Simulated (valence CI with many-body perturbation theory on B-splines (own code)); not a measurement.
## Valence orbitals of Tb XXVI

Method: valence CI with perturbative core correlation (CI+MBPT): four valence electrons over a frozen Dirac-Fock core [Kr], a basis of 9 s, 9 p, 10 d, 8 f, 5 g, 3 h, 1 i functions for each j, with the one-electron correlation potential Σ1, the two-electron term Σ2, the three-electron term Σ3, Breit, model QED; selected CI, second order for the rest (own B-spline code, finite nucleus).

No measured levels were compared; by estimate terms of the open shell hold to 2 to 4 % of their energy, and close levels can change places. Only levels of the ground parity were solved; by the run's estimate the other parity begins above the list, which can be wrong where configurations are misplaced.

These are the spectroscopic orbitals of the CI (the correlating ones are not listed), shaped by the core and the other valence electrons. h is the expectation value of the core's Dirac-Fock operator, without the valence repulsion; Σ1 is computed up to l = 3 at one energy for each symmetry, that of its lowest orbital but kept below the first core excitation, so for empty shells it is not the orbital's own correlation shift; Breit and QED include the response of the core.

| Orbital | h (hartree) | Σ1 (cm⁻¹) | Breit (cm⁻¹) | QED (cm⁻¹) | ⟨r⟩ (bohr) |
| --- | --- | --- | --- | --- | --- |
| 5s1/2 | -25.207 | -10738 | 2228 | 1754 | 0.9184 |
| 6s1/2 | -16.143 | -4118 | 1156 | 914 | 1.432 |
| 7s1/2 | -11.245 | -2104 | 664 | 531 | 2.064 |
| 5p1/2 | -23.892 | -10314 | 3437 | -38.9 | 0.9402 |
| 6p1/2 | -15.45 | -4151 | 1832 | -19.0 | 1.468 |
| 7p1/2 | -10.835 | -2170 | 1072 | -10.7 | 2.115 |
| 5p3/2 | -23.228 | -9374 | 2047 | 134 | 0.9696 |
| 6p3/2 | -15.106 | -3873 | 1105 | 73.1 | 1.503 |
| 7p3/2 | -10.633 | -2047 | 698 | 43.6 | 2.156 |
| 4d3/2 | -36.582 | -21208 | 3597 | -467 | 0.5304 |
| 5d3/2 | -21.091 | -9151 | 1468 | -151 | 0.9963 |
| 6d3/2 | -13.973 | -4168 | 782 | -77.9 | 1.563 |
| 4d5/2 | -36.239 | -20661 | 1924 | -274 | 0.5366 |
| 5d5/2 | -20.95 | -9044 | 837 | -77.8 | 1.004 |
| 6d5/2 | -13.898 | -4120 | 450 | -39.7 | 1.573 |
| 4f5/2 | -30.59 | -41288 | 341 | -344 | 0.5204 |
| 5f5/2 | -18.659 | -8979 | 260 | -115 | 1.029 |
| 4f7/2 | -30.518 | -38136 | -531 | -286 | 0.5227 |
| 5f7/2 | -18.626 | -8818 | -89.5 | -91.3 | 1.031 |
| 5g7/2 | -17.1 |  | -104 | -39.2 | 0.9962 |
| 5g9/2 | -17.093 |  | -165 | -31.6 | 0.9969 |

Among the shells of the start configuration 4d4, Σ1 is largest in size for 4d3/2, where it is 0.26 % of h.

Lowest root of each symmetry, sizes in configuration state functions:

```csv
J,Parity,Roots,Reference,Variational,Second order,Change by selected CI (cm⁻¹),Change by second order (cm⁻¹)
0,even,5,28,9930,52072,-5115,-3
1,even,4,51,18578,128561,-4179,-9
2,even,8,88,25704,198748,-4331,-16
3,even,6,85,24701,247626,-4819,-26
4,even,7,91,24886,302927,-5450,-34
5,even,2,67,22795,154344,-5556,-20
6,even,2,55,19325,257951,-5912,-17
```
